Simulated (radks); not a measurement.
Gd11+, 53 electrons, occupied as [Ar] 3d10 4s2 4p5 4d10 4f6 5s2 (not the ground configuration).

Method: non-relativistic Kohn-Sham, PBE, spin-polarised, spherical densities, point nucleus; open shells are filled with parallel spins first (spin-orbit coupling, left out, can overturn this in heavy ions); relativity is left out, which matters for an element this heavy; computed with a radial shooting solver on a logarithmic mesh with Libxc functionals.

Energy parts (eV):
part                      energy
total                 -293339.54
kinetic                293262.37
electron-nucleus      -685685.12
Hartree                105405.87
exchange-correlation    -6322.67

Orbitals (lengths in bohr, moments of r in powers of bohr; <r^-3> diverges for s and p1/2; r(90%) holds 90 % of the orbital's charge):
orbital  occ.  eigenvalue (eV)  <r^-3>  r(90%)  <1/r>      <r>
1s up       1        -47283.12       -  0.0421  63.46  0.02370
1s down     1        -47282.64       -  0.0421  63.46  0.02370
2s up       1        -7696.814       -   0.155  14.75   0.1009
2s down     1        -7696.444       -   0.155  14.75   0.1009
2p up       3        -7333.184    8951   0.138  14.78  0.08557
2p down     3        -7332.683    8951   0.138  14.78  0.08557
3s up       1        -1851.188       -   0.380  5.563   0.2605
3s down     1        -1847.181       -   0.380  5.571   0.2602
3p up       3        -1689.153    1822   0.373  5.503   0.2502
3p down     3        -1685.395    1828   0.373  5.511   0.2499
3d up       5        -1387.055   311.8   0.345  5.403   0.2221
3d down     5        -1384.228   312.7   0.344  5.410   0.2217
4s up       1        -518.6994       -   0.832  2.400   0.5814
4s down     1        -510.6548       -   0.833  2.395   0.5823
4p up       3        -454.8343   414.0   0.858  2.312   0.5930
4p down     2        -446.8619   411.3   0.860  2.306   0.5942
4d up       5        -340.6055   61.03   0.921  2.127   0.6190
4d down     5        -332.8236   60.48   0.926  2.118   0.6213
5s up       1        -202.5828       -    1.71  1.100    1.218
5s down     1        -199.0861       -    1.72  1.085    1.231
4f up       6        -198.4000   10.95    1.09  1.773   0.6856
4f down     0        -190.9751   10.77    1.11  1.756   0.6955

The highest occupied level is 4f up at -198.40 eV. Spin moment in Bohr magnetons: 7.
